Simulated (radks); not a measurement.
Values are calculated unless marked as measured or tabulated.
The mean radii <r> (bohr) of the occupied orbitals of an atom or ion are listed with their occupations. Code: a radial shooting solver on a logarithmic mesh with Libxc functionals. Model: scalar-relativistic Kohn-Sham, PBE, spin-unpolarised, spherical densities, point nucleus.

| orbital | occ. | <r> |
|---|---|---|
| 1s | 2 | 0.01898 |
| 2s | 2 | 0.08037 |
| 2p | 6 | 0.07172 |
| 3s | 2 | 0.2086 |
| 3p | 6 | 0.2085 |
| 3d | 10 | 0.1890 |
| 4s | 2 | 0.4682 |
| 4p | 6 | 0.4976 |
| 4d | 10 | 0.5351 |
| 5s | 2 | 1.135 |
| 5p | 6 | 1.338 |
| 4f | 14 | 0.6764 |
| 5d | 2 | 2.116 |

Name the element and its charge.

Answer. Z = 72, hafnium, charge +2: Hf2+ in [Xe] 4f14 5d2. The 1s radius gives Z: for a bare nucleus <r> = (2 gamma + 1)/(2Z) with gamma = sqrt(1 - (Z/c)^2), 0.01876 bohr for Z = 72, and screening makes it slightly larger (0.01898 here). The occupations add up to 70, and the charge is Z minus that.
